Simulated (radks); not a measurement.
All-electron atom: Kr XXI in [Ne] 3s2 3p4.

Calculated with a radial shooting solver on a logarithmic mesh with Libxc functionals: scalar-relativistic Kohn-Sham, MS2 meta-GGA, spin-polarised, spherical densities, finite nucleus; open shells are filled with parallel spins first; meta-GGA in the generalised Kohn-Sham scheme; Fermi nuclear charge, rms radius 4.1884 fm.

Energy parts (eV):
total: -69539.904
kinetic: 71298.989
electron-nucleus: -153595.156
Hartree: 14676.347
exchange-correlation: -1920.085

Orbitals (lengths in bohr, moments of r in powers of bohr):
orbital,occ.,eigenvalue (eV),<r^4>,<r^2>,<r>
1s up,1,-15006.24,0.00001385,0.002316,0.04147
1s down,1,-15003.60,0.00001385,0.002316,0.04146
2s up,1,-2684.177,0.002562,0.03870,0.1813
2s down,1,-2683.465,0.002547,0.03863,0.1812
2p up,3,-2468.137,0.001844,0.03056,0.1583
2p down,3,-2465.506,0.001838,0.03056,0.1584
3s up,1,-941.0778,0.08648,0.2427,0.4623
3s down,1,-930.0835,0.08789,0.2445,0.4640
3p up,3,-869.8129,0.08561,0.2372,0.4540
3p down,1,-859.0844,0.08709,0.2389,0.4556
3d up,0,-768.7309,0.06528,0.1969,0.4121
3d down,0,-760.2112,0.06569,0.1969,0.4119
4s up,0,-458.7430,1.178,0.9281,0.9103
4s down,0,-455.5656,1.201,0.9372,0.9148
4p up,0,-431.4395,1.264,0.9547,0.9202
4p down,0,-428.4868,1.289,0.9642,0.9247
4f up,0,-367.1732,0.8325,0.7432,0.8142
4f down,0,-362.6797,0.8763,0.7631,0.8252

The highest occupied level is 3p down at -859.08 eV. The density falls to 0.001 e/bohr^3 at r = 1.22 bohr.
